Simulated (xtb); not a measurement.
C6H5O (SMILES Oc1[c]cccc1), doublet, at a GFN2-xTB geometry; xtb with GFN2-xTB with ALPB(dmf).

The xtb input:
```
$ xtb mol.xyz --gfn 2 --uhf 1 --alpb dmf --json

# file mol.xyz
12

O      2.27676535    -0.48886203    -0.04083041
C      0.94645310    -0.22625118    -0.01441721
C      0.01914360    -1.22807427     0.13549520
C     -1.32490580    -1.04354997     0.17114835
C     -1.81577177     0.25806659     0.04719198
C     -0.92317777     1.30126057    -0.10586203
C      0.44091718     1.07286965    -0.13748392
H      2.77062526     0.33231355    -0.15259178
H     -2.00456455    -1.87330145     0.29162108
H     -2.88011935     0.43633204     0.07185845
H     -1.29012743     2.31292628    -0.20281411
H      1.13411206     1.89669740    -0.25786455
```

### Question
Write the output that xtb gives for this input, abridged.

### Answer

```
   ID    Z sym.   atoms
    1    8 O      1
    2    6 C      2-7
    3    1 H      8-12

           -------------------------------------------------
          |                Calculation Setup                |
           -------------------------------------------------

           -------------------------------------------------
          |                 G F N 2 - x T B                 |
           -------------------------------------------------

      * Solvation model:               ALPB
        Solvent                        dmf
        Parameter file                 internal GFN2-xTB/ALPB
        Dielectric constant                3.7000E+01
        Reference state                gsolv [1 M gas/solution]
        Free energy shift                  6.0086E-03 Eh       3.7705E+00 kcal/mol
        Temperature                        2.9815E+02 K
        Density                            9.5000E-01 kg/L
        Solvent mass                       7.3100E+01 g/mol
        Interaction kernel             P16
        Born radius scaling (c1)           1.8540E+00
        Born radii integrator          GBOBC
        Born offset                        0.0000E+00 a0       0.0000E+00 AA
        H-bond correction              true
        Ion screening                  false
        Surface tension                    1.0000E-05 Eh       1.5569E+01 dyn/cm
        Grid points                               230 per atom

          ...................................................
          :                      SETUP                      :
          :.................................................:
          :  # basis functions                  33          :
          :  # atomic orbitals                  33          :
          :  # shells                           19          :
          :  # electrons                        35          :
          :  max. iterations                   250          :
          :  Hamiltonian                  GFN2-xTB          :
          :  restarted?                      false          :
          :  GBSA solvation                   true          :
          :  PC potential                    false          :
          :  electronic temp.          300.0000000     K    :
          :  accuracy                    1.0000000          :
          :  -> integral cutoff          0.2500000E+02      :
          :  -> integral neglect         0.1000000E-07      :
          :  -> SCF convergence          0.1000000E-05 Eh   :
[...]
         :: total energy             -19.356701788110 Eh    ::
[...]
    12   1 H        0.925     0.042     2.423     2.434

 Mol. C6AA /au·bohr⁶  :       1917.891283
 Mol. C8AA /au·bohr⁸  :      47667.944577
 Mol. α(0) /au        :         69.924700

Wiberg/Mayer (AO) data.
largest (>0.10) Wiberg bond orders for each atom

 ---------------------------------------------------------------------------
     #   Z sym  total        # sym  WBO       # sym  WBO       # sym  WBO
 ---------------------------------------------------------------------------
     1   8 O    2.110 --     2 C    1.079     8 H    0.859
     2   6 C    3.941 --     3 C    1.401     7 C    1.327     1 O    1.079
                             5 C    0.103
     3   6 C    3.280 --     4 C    1.532     2 C    1.401     6 C    0.106
     4   6 C    3.988 --     3 C    1.532     5 C    1.360     9 H    0.955
                             7 C    0.109
     5   6 C    3.983 --     6 C    1.452     4 C    1.360    10 H    0.964
                             2 C    0.103
     6   6 C    3.992 --     5 C    1.452     7 C    1.446    11 H    0.963
                             3 C    0.106
     7   6 C    3.978 --     6 C    1.446     2 C    1.327    12 H    0.957
                             4 C    0.109
     8   1 H    0.880 --     1 O    0.859
     9   1 H    0.997 --     4 C    0.955
    10   1 H    0.998 --     5 C    0.964
    11   1 H    0.998 --     6 C    0.963
    12   1 H    0.998 --     7 C    0.957
 ---------------------------------------------------------------------------

Topologies differ in total number of bonds
Writing topology from bond orders to xtbtopo.mol

molecular dipole:
                 x           y           z       tot (Debye)
 q only:        0.043       0.714      -0.081
   full:        0.016       1.036      -0.116       2.650
molecular quadrupole (traceless):
                xx          xy          yy          xz          yz          zz
 q only:        3.484       4.588      -1.175      -0.754      -0.325      -2.309
  q+dip:        5.354       6.880      -0.261      -1.206      -0.839      -5.093
   full:        4.197       6.562      -1.206      -1.033      -0.483      -2.991

           -------------------------------------------------
          | TOTAL ENERGY              -19.356701788110 Eh   |
          | GRADIENT NORM               0.003463811225 Eh/α |
          | HOMO-LUMO GAP               2.778672207329 eV   |
           -------------------------------------------------

normal termination of xtb
```
